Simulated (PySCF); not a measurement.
PySCF job for ZnCl, SMILES [Cl][Zn] (connectivity only; charge and spin as stated), neutral, multiplicity 2, PBE0-D3(BJ)/def2-TZVP. Coordinates come from a PBE0-D3(BJ)/def2-TZVP optimisation. The multiplicity is an assumed one; other spin states were not compared.

```python
import numpy as np
from pyscf import gto, scf, dft, df
from pyscf.hessian import thermo

mol = gto.M(
    atom='''
    Zn    0.00000000    0.00000000   -0.78105322
    Cl    0.00000000    0.00000000    1.37832921
    ''',
    basis='def2-TZVP',
    charge=0,
    spin=1,
    max_memory=1600,
    verbose=3,
)
mf = dft.UKS(mol, xc='pbe0').density_fit(auxbasis='def2-universal-jkfit')
mf.disp = 'd3bj'
mf.grids.level = 3
mf.conv_tol = 1e-11
mf.max_cycle = 100
mf.kernel()
fine, coarse = mf.grids, dft.Grids(mol).set(level=1).build(with_non0tab=True)
for _ in range(3):  # follow internal instabilities
    mf.grids = coarse
    mo, _, stable, _ = mf.stability(return_status=True, nroots=4)
    mf.grids = fine
    if stable:
        break
    mf.kernel(mf.make_rdm1(mo, mf.mo_occ))

# [left out here: the lines that compute and print the analytic Hessian (its translational invariance restored by hand, since the grid's response is missing), thermochemistry and intensities]
```

Output:

```

WARN: HOMO -0.17314099288151 >= LUMO -0.173140992881518

converged SCF energy = -2239.2286866757  <S^2> = 0.75261144  2S+1 = 2.0026097
<class 'pyscf.df.df_jk.DFUKS'> wavefunction is stable in the internal stability analysis

WARN: DFTD3 does not support analytical Hessian, using finite difference


WARN: Mole.unit (angstrom) is changed to Bohr

Mode                                 0
Irrep
Freq [cm^-1]                      370.6282
Reduced mass [au]                  42.2501
Force const [Dyne/A]                3.4194
Char temp [K]                     533.2515
Normal mode                   x     y     z
       0  Zn                 0.00  0.00 -0.07
       1  Cl                 0.00  0.00  0.14
temperature 298.1500 [K]
pressure 101325.00 [Pa]
Rotational constants [GHz] inf 4.71505 4.71505
Symmetry number 1
Zero-point energy (ZPE) 0.00084 [Eh]   2216.849 [J/mol]
                           tot       elec      trans        rot        vib
Entropy [J/mol/K]       244.595      5.763    166.283     68.042      4.507
Cv [J/mol/K]             27.198      0.000     12.472      8.314      6.412
Cp [J/mol/K]             35.513      0.000     20.786      8.314      6.412
Internal energy [J/mol]                      3718.434   2478.956   3107.028
Internal energy [Eh]   -2239.22514  -2239.22869
Enthalpy [J/mol]                             6197.391   2478.956   3107.028
Enthalpy [Eh]          -2239.22420
Gibbs free energy [J/mol]                  -43379.935 -17807.701   1763.280
Gibbs free energy [Eh] -2239.25197
mode   freq/cm-1   IR/(km/mol)
   1      370.63        43.727
max |gradient| / (hartree/bohr): 5.267245673496194e-05
APT charges: [ 0.5137 -0.5137]
```

Self-consistency was reached.

Cost: about 50 core-seconds (a rough figure).
